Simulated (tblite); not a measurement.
Record of a relaxation.

Compound: C5H10BNP2.
Numbering: `[CH2:1]=[CH:2][C@@H:3]1[CH2:4][P@+:5]1([PH2:6])[BH2-:7][C:8]#[N:9]` (hydrogens: H10, H11 on C1; H12 on C2; H13 on C3; H14, H15 on C4; H16, H17 on P6; H18, H19 on B7)
Bond orders are those of one Lewis drawing.

Computed with GFN2-xTB (tblite), gas phase: L-BFGS steps from a force-field or distance-geometry start until the largest atomic force falls under 0.01 eV/Å. 7 of its 163 geometries are shown.

Step 0: E = -677.0708 eV, largest atomic force 2.082 eV/Å
```
atom  x, y, z in Å  |  force x, y, z in eV/Å
C1      1.905   -1.582   -1.111   -0.529  -0.243   0.491
C2      1.110   -1.757   -0.054    1.109   0.326  -0.082
C3      0.959   -0.684    0.988    1.223  -0.371  -0.803
C4     -0.340   -0.638    1.646   -1.394   0.293   1.519
P5     -0.133    0.694    0.406   -0.370   0.054  -0.371
P6     -0.063    2.578    1.444   -0.396   0.678   0.358
B7     -1.462    0.465   -0.934   -0.878  -0.429  -0.911
C8     -0.949    1.049   -2.263    0.492   0.448  -0.908
N9     -0.569    1.477   -3.267   -0.289  -0.303   0.779
H10     2.016   -2.377   -1.832    0.123   0.240  -0.052
H11     2.411   -0.639   -1.270   -0.026  -0.220  -0.110
H12     0.621   -2.724    0.098    0.015   0.560   0.105
H13     1.827   -0.345    1.581   -0.240  -0.454  -0.472
H14    -0.297   -0.276    2.697   -0.474  -0.617  -0.621
H15    -1.078   -1.415    1.358    0.488   0.575   0.586
H16    -1.441    2.493    1.904    0.753   0.019  -0.470
H17    -0.375    3.361    0.267    0.084  -0.677   0.601
H18    -2.457    1.025   -0.600    0.056   0.304   0.295
H19    -1.696   -0.695   -1.063    0.253  -0.183   0.064
```

Step 27: E = -677.5908 eV, largest atomic force 0.113 eV/Å
```
atom  x, y, z in Å  |  force x, y, z in eV/Å
C1      1.954   -1.569   -1.095    0.049  -0.008   0.062
C2      1.157   -1.680   -0.044   -0.089   0.041  -0.057
C3      0.861   -0.570    0.885    0.009  -0.031   0.033
C4     -0.375   -0.644    1.753    0.058  -0.035  -0.014
P5     -0.483    0.624    0.434   -0.088  -0.019  -0.042
P6      0.086    2.392    1.552   -0.011   0.082   0.012
B7     -1.710    0.374   -1.129   -0.025   0.002  -0.025
C8     -0.977    1.048   -2.307    0.047   0.013   0.050
N9     -0.444    1.560   -3.186    0.032   0.016  -0.005
H10     2.136   -2.397   -1.759    0.010   0.025   0.026
H11     2.456   -0.644   -1.325   -0.016  -0.010  -0.013
H12     0.646   -2.613    0.159    0.001   0.011  -0.023
H13     1.727   -0.091    1.333    0.056  -0.014  -0.040
H14    -0.304   -0.296    2.777    0.013  -0.064  -0.013
H15    -0.985   -1.531    1.629   -0.046   0.035   0.013
H16    -1.231    2.647    1.938   -0.025   0.014   0.021
H17    -0.023    3.241    0.455    0.030  -0.010  -0.070
H18    -2.701    0.962   -0.832    0.002  -0.054   0.035
H19    -1.800   -0.803   -1.246   -0.006   0.007   0.049
```

Step 54: E = -677.6724 eV, largest atomic force 0.350 eV/Å
```
atom  x, y, z in Å  |  force x, y, z in eV/Å
C1      2.010   -1.520   -1.079    0.003   0.006   0.090
C2      1.012   -1.572   -0.208    0.052  -0.005  -0.050
C3      0.747   -0.531    0.795    0.007  -0.034   0.075
C4     -0.329   -0.724    1.841    0.077   0.005  -0.008
P5     -0.739    0.578    0.616   -0.025  -0.074   0.021
P6      0.066    2.436    1.400   -0.055  -0.086   0.004
B7     -1.798    0.273   -1.051   -0.033   0.002   0.009
C8     -0.872    1.053   -2.017    0.136   0.129  -0.141
N9     -0.151    1.677   -2.663   -0.225  -0.188   0.191
H10     2.158   -2.307   -1.798    0.038   0.028  -0.009
H11     2.713   -0.701   -1.105   -0.108  -0.056   0.002
H12     0.339   -2.422   -0.219   -0.050   0.115   0.007
H13     1.634    0.012    1.116    0.012  -0.024  -0.001
H14    -0.125   -0.423    2.861    0.050  -0.003  -0.020
H15    -0.907   -1.640    1.768    0.001   0.088  -0.016
H16    -1.196    2.969    1.682    0.013  -0.006  -0.044
H17     0.092    2.987    0.119    0.001   0.030   0.003
H18    -2.865    0.772   -0.894    0.067   0.039  -0.026
H19    -1.797   -0.906   -1.170    0.038   0.034  -0.087
```

Step 81: E = -677.6966 eV, largest atomic force 0.035 eV/Å
```
atom  x, y, z in Å  |  force x, y, z in eV/Å
C1      2.015   -1.536   -1.054    0.000  -0.020   0.006
C2      0.972   -1.550   -0.237    0.010  -0.002  -0.011
C3      0.750   -0.532    0.794    0.003   0.017  -0.025
C4     -0.266   -0.738    1.889   -0.020   0.007  -0.015
P5     -0.784    0.519    0.654   -0.016   0.005   0.015
P6     -0.013    2.399    1.398    0.003   0.008   0.014
B7     -1.813    0.275   -1.052    0.014   0.002  -0.018
C8     -0.865    1.086   -1.965   -0.003  -0.001   0.006
N9     -0.137    1.719   -2.591   -0.011   0.001   0.018
H10     2.150   -2.281   -1.818   -0.003   0.003   0.011
H11     2.769   -0.770   -0.988    0.005  -0.016  -0.007
H12     0.212   -2.315   -0.327    0.009   0.002   0.010
H13     1.642    0.028    1.065    0.030   0.010   0.016
H14    -0.014   -0.393    2.883    0.004  -0.002   0.004
H15    -0.821   -1.668    1.876    0.002  -0.010  -0.018
H16    -1.282    2.971    1.516   -0.003  -0.001  -0.014
H17     0.159    2.892    0.104   -0.003   0.001   0.000
H18    -2.868    0.792   -0.895   -0.001   0.001   0.009
H19    -1.816   -0.889   -1.261   -0.020  -0.003  -0.001
```

Step 108: E = -677.7001 eV, largest atomic force 0.015 eV/Å
```
atom  x, y, z in Å  |  force x, y, z in eV/Å
C1      2.043   -1.577   -1.040    0.008  -0.002   0.012
C2      0.984   -1.541   -0.246    0.003  -0.003  -0.001
C3      0.765   -0.512    0.776   -0.003  -0.007  -0.001
C4     -0.246   -0.741    1.875   -0.003  -0.003  -0.001
P5     -0.786    0.514    0.651    0.002   0.005  -0.005
P6     -0.063    2.406    1.411    0.003   0.003  -0.001
B7     -1.839    0.289   -1.041    0.003   0.000  -0.007
C8     -0.890    1.114   -1.941   -0.006   0.005  -0.011
N9     -0.154    1.759   -2.545   -0.011   0.003   0.004
H10     2.165   -2.339   -1.788   -0.001   0.009   0.008
H11     2.825   -0.839   -0.971    0.008  -0.001  -0.005
H12     0.204   -2.285   -0.341   -0.006   0.000  -0.002
H13     1.655    0.052    1.046   -0.003  -0.004   0.001
H14     0.001   -0.401    2.872    0.011   0.004   0.001
H15    -0.781   -1.681    1.852   -0.006  -0.008   0.000
H16    -1.341    2.968    1.429    0.003   0.007   0.004
H17     0.194    2.881    0.124   -0.003  -0.006   0.002
H18    -2.888    0.812   -0.861    0.005   0.000   0.001
H19    -1.856   -0.870   -1.271   -0.004  -0.002   0.002
```

Step 135: E = -677.7045 eV, largest atomic force 0.026 eV/Å
```
atom  x, y, z in Å  |  force x, y, z in eV/Å
C1      2.176   -1.677   -0.930   -0.018  -0.009   0.016
C2      1.042   -1.571   -0.254    0.011  -0.006  -0.013
C3      0.794   -0.534    0.751    0.003   0.000  -0.010
C4     -0.258   -0.741    1.821   -0.006   0.004  -0.005
P5     -0.728    0.524    0.583   -0.002   0.002  -0.001
P6     -0.012    2.410    1.363    0.000   0.005  -0.002
B7     -1.909    0.334   -1.021    0.007  -0.007  -0.002
C8     -1.092    1.238   -1.972   -0.012  -0.007   0.017
N9     -0.458    1.951   -2.613    0.011   0.010  -0.014
H10     2.326   -2.443   -1.670   -0.003  -0.003   0.002
H11     2.997   -0.999   -0.766   -0.007   0.000  -0.008
H12     0.227   -2.260   -0.435    0.005   0.013  -0.009
H13     1.683    0.013    1.056    0.006   0.003   0.005
H14    -0.022   -0.420    2.826   -0.007   0.008   0.003
H15    -0.814   -1.669    1.776    0.003  -0.002   0.003
H16    -1.298    2.950    1.422    0.000   0.010   0.004
H17     0.202    2.909    0.077   -0.001  -0.005   0.013
H18    -2.954    0.811   -0.722    0.003  -0.014   0.009
H19    -1.912   -0.815   -1.300    0.006  -0.001  -0.008
```

Step 162: E = -677.7063 eV, largest atomic force 0.007 eV/Å
```
atom  x, y, z in Å  |  force x, y, z in eV/Å
C1      2.208   -1.733   -0.888   -0.004  -0.002   0.000
C2      1.052   -1.571   -0.262    0.006  -0.002  -0.002
C3      0.809   -0.529    0.740   -0.003   0.001  -0.002
C4     -0.260   -0.727    1.795    0.004  -0.003   0.000
P5     -0.700    0.542    0.552   -0.001   0.005  -0.001
P6      0.002    2.420    1.368   -0.004  -0.001  -0.005
B7     -1.911    0.327   -1.022    0.004   0.001  -0.005
C8     -1.180    1.294   -1.982   -0.003  -0.001   0.006
N9     -0.603    2.045   -2.633   -0.001   0.004   0.002
H10     2.351   -2.502   -1.625   -0.001  -0.001   0.001
H11     3.055   -1.099   -0.684    0.000   0.000  -0.002
H12     0.212   -2.215   -0.486    0.003  -0.001   0.003
H13     1.703    0.002    1.059   -0.004  -0.002   0.000
H14    -0.035   -0.407    2.804   -0.001   0.002   0.005
H15    -0.821   -1.652    1.744   -0.002  -0.002   0.003
H16    -1.286    2.957    1.428    0.002  -0.001   0.001
H17     0.224    2.941    0.094   -0.001   0.000  -0.002
H18    -2.974    0.730   -0.680    0.002   0.003   0.001
H19    -1.856   -0.814   -1.330    0.003  -0.001  -0.004
```

Task: Summarise the path.

Result: The energy falls by 0.6355 eV from step 0 to step 162; nine tenths of that is first reached at step 48. It falls at every step. The largest force goes from 2.082 to 0.007 eV/Å. Among the bonds P5–B7 changes most, from 1.901 to 1.998 Å; the atoms move by 0.568 Å rms after alignment.

The cost below is that of the whole relaxation. Hardware: one thread, Arm Neoverse V2 (aarch64) (shared host). Cost: 1.3 s.
